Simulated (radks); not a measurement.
Neutral magnesium inside a hard spherical wall (all orbitals vanish at R), configuration held at [Ne] 3s2 and not refilled when levels cross. All-electron calculation, non-relativistic Kohn-Sham, LDA (Slater exchange, Perdew-Wang correlation), spin-unpolarised, spherical densities, point nucleus. Program: a radial shooting solver on a logarithmic mesh with Libxc functionals. Eigenvalues in eV, with the zero of energy where the potential of the charges vanishes at infinity; a dash marks a level that is unbound or too diffuse for the functional's potential to be trusted. A positive occupied level is held by the wall or, in an anion where self-interaction has pushed it up, behind a barrier. The pressure on the wall is -dE/dV.

R (bohr)  E (hartree)  kinetic (hartree)    e(1s)    e(2s)    e(2p)   e(3s)  e(3p, empty)  e(4s, empty)  pressure (GPa)
free       -199.13529            198.540  -1251.0  -79.007  -46.768  -4.775        -1.381        -0.054               0
15         -199.13529            198.540  -1251.0  -79.007  -46.767  -4.775        -1.377         0.289        < 0.0001
10         -199.13481            198.545  -1250.9  -78.955  -46.716  -4.739        -1.252         1.689          0.0126
5          -199.02468            199.019  -1247.7  -75.890  -43.665  -1.784         3.317        20.060            11.2
3          -198.00589            201.878  -1237.5  -67.279  -35.064  15.849        24.699        88.508             390
2          -193.87617            212.515  -1213.0  -50.695  -17.554  74.530        84.532        259.68            5640
1.5        -184.36189            235.426  -1169.1  -22.276   13.089  189.00        189.09        540.51           35900
